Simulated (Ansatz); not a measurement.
Mulliken charges of F₆SiSn (`F[Si](F)(F)[Sn]([F])([F])[F]`) from r2SCAN/def2-TZVPP in Ansatz (PBE0-D4/def2-TZVP geometry).

```csv
atom,x (Å),y (Å),z (Å),charge (e)
F1,-2.288,0.272,0.625,-0.248
Si2,-0.809,0.054,1.093,0.813
F3,-0.703,-1.288,1.895,-0.248
F4,-0.363,1.248,2.005,-0.248
Sn5,0.721,-0.061,-0.959,1.275
F6,0.684,1.503,-2.027,-0.448
F7,2.550,-0.315,-0.537,-0.448
F8,0.299,-1.471,-2.151,-0.448
```

**Question.** By hand: the dipole of these point charges (1 e Å = 4.8032 D).

**Answer.** Σ q r = (-0.489, 0.035, 0.656) e Å, of length 0.819 e Å = 3.93 D.

**Question.** How does the dipole of the full density compare? (Estimate.)

**Answer.** Computed: (-0.391, 0.029, 0.525) e Å, 3.15 D; the point charges give 1.25 times that, at 0° from its direction.

Point charges leave out the atoms' own dipoles, such as those of lone pairs, and Mulliken's split depends on the basis, so the two needn't agree.
